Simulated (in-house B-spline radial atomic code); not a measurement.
Configurations of Ho6+, with energies counted from [Kr] 4d10 4f9 5s2 5p4. Computed with an all-electron radial atomic-structure program (B-spline basis): Dirac-Hartree-Fock, average of configuration, Fermi nucleus of rms radius 5.2022 fm. Energies include first-order Breit, QED and recoil terms.

Occupations are held fixed; configurations that lie above the ionisation limit could autoionise.

```csv
configuration,E - E(ref) (eV),highest orbital,its <r> (bohr)
[Kr] 4d10 4f8 5s2 5p4 6s1,38.896,6s1/2,2.447
[Kr] 4d10 4f9 5s2 5p3 6d1,69.795,6d5/2,3.423
[Kr] 4d10 4f9 5s2 5p3 7s1,73.266,7s1/2,4.165
[Kr] 4d10 4f8 5s2 5p4 9d1,86.303,9d5/2,10.78
[Kr] 4d10 4f9 5s2 5p3 9g1,99.733,9g7/2,15.69
[Kr] 4d9 4f9 5s2 5p4 9s1,251.7,9s1/2,8.763
```

Q: Order these further configurations by energy, lowest first.
A. [Kr] 4d10 4f8 5s2 5p4 5d1
B. [Kr] 4d10 4f8 5s2 5p4 7d1
C. [Kr] 4d10 4f9 5s2 5p3 9s1
D. [Kr] 4d10 4f9 5s2 5p3 7g1
E. [Kr] 4d10 4f9 5s2 5p3 6g1

A: A (26.298 eV), B (74.328 eV), E (89.324 eV), C (91.77 eV), D (94.286 eV).

Q: How far above the reference does [Kr] 4d10 4f8 5s2 5p4 8s1 lie?

A: 76.067 eV; its least bound orbital is 8s1/2 with <r> = 6.24 bohr.

Q: How far above the reference does [Kr] 4d9 4f9 5s2 5p5 lie?

A: 157.35 eV; its least bound orbital is 5p3/2 with <r> = 1.354 bohr.
